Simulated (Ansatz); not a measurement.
Ansatz results at the PBE0-D4/def2-TZVP geometry: size of the dipole moment (PBE/def2-TZVPP) 0.41 D; HOMO energy (PBE/def2-TZVPP) -6.99 eV; size of the dipole moment (ωB97M-V/def2-TZVPP) 0.21 D.

(1) Which molecule gave them?
A. `[Cl][Hf]([Cl])([I])[I]`
B. `[F][Hf]([F])([F])[Br]`
C. `[CH3][Hf]([Cl])([Cl])[Cl]`
D. `CC[N](C)[Hf]([OH])([OH])[OH]`

Answers

(1) A. The others give `CC[N](C)[Hf]([OH])([OH])[OH]`: 0.60, -4.77, 0.69; `[CH3][Hf]([Cl])([Cl])[Cl]`: 1.12, -7.24, 1.05; `[F][Hf]([F])([F])[Br]`: 0.00, -7.95, 0.07.
